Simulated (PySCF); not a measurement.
## Trend along group 15: MIn cations

r²SCAN with double-zeta basis sets in PySCF, for the lowest determinant that a PBE0 search found; no spin–orbit coupling. De refers to high-spin ground-configuration atoms (the charge goes to the atom of lower measured ionisation energy or higher electron affinity, which is not always the lowest computed limit). A positive dipole points towards In; it is taken about the centre of mass and depends on that origin.

```csv
M,basis,charged atom,state (unpaired electrons),Re (Å),ωe (cm⁻¹),De (eV),μ (D)
N,cc-pVDZ-PP/cc-pVDZ,In+,"quartet (σ ↑, π ↑↑)",2.762,126,0.19,0.22
P,def2-SVPD,In+,"quartet (σ ↑, π ↑↑)",2.919,122,0.48,-0.35
Bi,def2-SVP,In+,"quartet (σ ↑, π ↑↑)",3.171,79.7,n/a,4.49
```

The shortest bond is that of InN⁺ (2.762 Å), the longest that of InBi⁺ (3.171 Å).

The rows differ in basis set, which adds steps of its own.

Down a group the atoms grow and get heavier, so bonds lengthen and wavenumbers fall; this series shows no clear exception.

Weak bonds: InN⁺, InP⁺. Basis-set superposition, not corrected here, can be much of De in a small basis, most of all at correlated wavefunction levels. Spin–orbit coupling is left out, which matters for elements this heavy, above all for dissociation energies. For an ion De counts to the pair picked by the measured ionisation energies or electron affinities, which need not be the lowest pair at this level. States were picked by a PBE0 search and need not be the measured ground states.
